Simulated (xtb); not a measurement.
HSi (SMILES [SiH]), doublet, at a GFN2-xTB geometry; GFN2-xTB (xtb).

The xtb input:
```
$ xtb mol.xyz --gfn 2 --uhf 1 --acc 0.0001 --json

# file mol.xyz
2

Si    -0.00000000    -0.00000000    -0.10104690
H      0.00000000     0.00000000     1.41465662
```

Q: Write the output that xtb gives for this input, abridged.

A: 
```
   ID    Z sym.   atoms
    1   14 Si     1
    2    1 H      2

           -------------------------------------------------
          |                Calculation Setup                |
           -------------------------------------------------

           -------------------------------------------------
          |                 G F N 2 - x T B                 |
           -------------------------------------------------

          ...................................................
          :                      SETUP                      :
          :.................................................:
          :  # basis functions                  11          :
          :  # atomic orbitals                  10          :
          :  # shells                            4          :
          :  # electrons                         5          :
          :  max. iterations                   250          :
          :  Hamiltonian                  GFN2-xTB          :
          :  restarted?                      false          :
          :  GBSA solvation                  false          :
          :  PC potential                    false          :
          :  electronic temp.          300.0000000     K    :
          :  accuracy                    0.0001000          :
          :  -> integral cutoff          0.6500000E+02      :
          :  -> integral neglect         0.1000000E-11      :
          :  -> SCF convergence          0.1000000E-09 Eh   :
          :  -> wf. convergence          0.1000000E-07 e    :
          :  Broyden damping             0.4000000          :
          :  net charge                          0          :
          :  unpaired electrons                  1          :
          ...................................................

 iter      E             dE          RMSdq      gap      omega  full diag
   1     -2.1184200 -0.211842E+01  0.133E+01    0.00       0.0  T
   2     -2.1189717 -0.551688E-03  0.848E+00    0.00       1.0  T
   3     -2.1194253 -0.453640E-03  0.185E+00    0.00       1.0  T
   4     -2.1193763  0.489817E-04  0.216E+00    0.00       1.0  T
   5     -2.1196131 -0.236777E-03  0.587E-01    0.00       1.0  T
   6     -2.1196424 -0.293211E-04  0.138E-01    0.00       1.0  T
   7     -2.1196442 -0.176123E-05  0.240E-02    0.00       2.9  T
   8     -2.1196442 -0.179145E-07  0.655E-03    0.00      10.8  T
   9     -2.1196442 -0.169350E-08  0.217E-03    0.00      32.6  T
[...]
         :: total energy              -2.113681143604 Eh    ::
[...]
         3        0.5000           -0.2158707              -5.8741 (HOMO)
         4        0.5000           -0.2158707              -5.8741 (LUMO)
         5                         -0.1153249              -3.1382
         6                         -0.0235109              -0.6398
         7                         -0.0235109              -0.6398
         8                         -0.0131185              -0.3570
         9                         -0.0131185              -0.3570
        10                          0.5721814              15.5698
      -------------------------------------------------------------
                  HL-Gap            0.0000000 Eh            0.0000 eV
             Fermi-level           -0.2413540 Eh           -6.5676 eV

     #   Z          covCN         q      C6AA      α(0)
     1  14 Si       0.899     0.165   236.707    33.433
     2   1 H        0.899    -0.165     8.526     4.569

 Mol. C6AA /au·bohr⁶  :        331.045366
 Mol. C8AA /au·bohr⁸  :      19557.211047
 Mol. α(0) /au        :         38.001552

Wiberg/Mayer (AO) data.
largest (>0.10) Wiberg bond orders for each atom

 ---------------------------------------------------------------------------
     #   Z sym  total        # sym  WBO       # sym  WBO       # sym  WBO
 ---------------------------------------------------------------------------
     1  14 Si   0.973 --     2 H    0.973
     2   1 H    0.973 --     1 Si   0.973
 ---------------------------------------------------------------------------

Topologies differ in total number of bonds
Writing topology from bond orders to xtbtopo.mol

molecular dipole:
                 x           y           z       tot (Debye)
 q only:        0.000       0.000      -0.473
   full:       -0.000      -0.000       0.116       0.294
molecular quadrupole (traceless):
                xx          xy          yy          xz          yz          zz
 q only:        0.587       0.000       0.587       0.000       0.000      -1.174
  q+dip:        0.131       0.000       0.131       0.000      -0.000      -0.263
   full:        0.982       0.000       0.982       0.000       0.000      -1.964

           -------------------------------------------------
          | TOTAL ENERGY               -2.113681143604 Eh   |
          | GRADIENT NORM               0.000000041402 Eh/α |
          | HOMO-LUMO GAP               0.000000000087 eV   |
           -------------------------------------------------

normal termination of xtb
```
